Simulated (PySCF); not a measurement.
C3H9ClSi2, SMILES C(/C)=C(\[SiH3])[SiH2]Cl. Atoms are numbered in the order given.

```xyz
15

C      2.3554    -0.8816    -0.0003
C      0.9942    -1.4133    -0.2944
C     -0.1449    -0.7071    -0.4613
Si    -1.7550    -1.6065    -0.7935
Si    -0.1839     1.1568    -0.3771
Cl     0.3657     1.8379     1.5109
H      2.7299    -1.3074     0.9457
H      2.3868     0.2129     0.0905
H      3.0663    -1.1946    -0.7832
H      0.9488    -2.5111    -0.3711
H     -2.3507    -1.1715    -2.0959
H     -1.4977    -3.0792    -0.8392
H     -2.7584    -1.3091     0.2754
H      0.7481     1.7931    -1.3524
H     -1.5734     1.6314    -0.6325
```

Coordinates come from a PBE0-D3(BJ)/def2-SVP optimisation. The structure was generated by enumeration; whether it is a known compound was not checked. The values are those of a single conformer.

These are PBE0-D3(BJ)/def2-SVP (PySCF) values and carry that method's errors.

Frequencies are harmonic and unscaled.

| mode | ν (cm⁻¹) | IR (km/mol) | moving atoms (share of kinetic energy) |
|---|---|---|---|
| 1 | 47 | 0.9 | Si 36 %, Cl 35 %, H 17 %, C 12 % |
| 2 | 96 | 0.9 | H 48 %, Cl 28 %, C 16 %, Si 8 % |
| 3 | 121 | 0.1 | H 95 % |
| 4 | 143 | 1.8 | H 60 %, C 16 %, Cl 15 %, Si 8 % |
| 5 | 163 | 0.1 | Si 45 %, H 27 %, C 21 % |
| 6 | 185 | 0.5 | C 42 %, H 31 %, Si 27 % |
| 7 | 212 | 1.9 | C 46 %, H 33 %, Si 16 % |
| 8 | 367 | 3.3 | C 57 %, H 32 % |
| 9 | 412 | 6.2 | C 43 %, Si 36 %, H 21 % |
| 10 | 515 | 16.3 | Si 37 %, H 25 %, C 25 %, Cl 13 % |
| 11 | 552 | 38.3 | Si 42 %, H 31 %, Cl 23 % |
| 12 | 581 | 20.4 | H 53 %, Si 32 %, C 9 % |
| 13 | 656 | 45.5 | H 72 %, C 14 %, Si 13 % |
| 14 | 668 | 62.0 | H 74 %, C 14 %, Si 11 % |
| 15 | 729 | 21.9 | H 90 % |
| 16 | 855 | 124.2 | H 85 %, C 12 % |
| 17 | 883 | 104.5 | H 89 %, C 8 % |
| 18 | 921 | 157.0 | C 47 %, H 41 %, Si 12 % |
| 19 | 923 | 174.8 | H 91 % |
| 20 | 931 | 33.4 | H 97 % |
| 21 | 949 | 19.3 | H 95 % |
| 22 | 956 | 147.4 | H 95 % |
| 23 | 989 | 41.5 | C 65 %, H 31 % |
| 24 | 1057 | 0.0 | H 57 %, C 43 % |
| 25 | 1151 | 14.9 | C 63 %, H 36 % |
| 26 | 1344 | 8.1 | H 81 %, C 18 % |
| 27 | 1385 | 7.3 | H 77 %, C 23 % |
| 28 | 1437 | 9.3 | H 96 % |
| 29 | 1450 | 25.6 | H 92 % |
| 30 | 1688 | 107.7 | C 93 % |
| 31 | 2218 | 89.2 | H 97 % |
| 32 | 2222 | 100.9 | H 97 % |
| 33 | 2229 | 88.2 | H 96 % |
| 34 | 2241 | 91.0 | H 97 % |
| 35 | 2252 | 117.7 | H 96 % |
| 36 | 3048 | 6.1 | H 97 % |
| 37 | 3114 | 11.8 | H 92 %, C 8 % |
| 38 | 3127 | 2.9 | H 91 %, C 9 % |
| 39 | 3172 | 7.4 | H 91 %, C 9 % |
